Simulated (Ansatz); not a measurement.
`[Cl][Zr]([Cl])([Cl])[I]`, charge 0, multiplicity 1.

**Question.** Give a relaxed structure at PBE0-D4/def2-TZVP (Ansatz 0.2.0). (Best estimate.)

**Answer.** Ansatz gave: 
Z-matrix (Å, degrees):
```
Zr
Cl 1 2.313
Cl 1 2.313 2 109.5
I 1 2.684 2 109.4 3 119.9
Cl 1 2.313 2 109.5 3 -120.1
```
Point group C3v.
